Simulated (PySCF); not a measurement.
C₃H₁₁NOSi, SMILES [SiH2](N)OC(C)C.

Coordinates come from a TPSSh-D3(BJ)/def2-SVP optimisation. This is a generated structure with no PubChem entry under its InChIKey; it may be hypothetical. Other conformers were not sampled.

Level of theory: SMD-M06-2X/def2-SVP (PySCF).

Solvation free energies are E(SMD) − E(gas) at the gas-phase geometry, for 1 M in both phases. In vacuum the dipole moment is 2.05 D.

Task: Rank water, benzene, diethylether by solvation free energy, most negative first.

Result: diethylether (-4.3 kcal/mol), benzene (-3.2 kcal/mol), water (-1.8 kcal/mol)
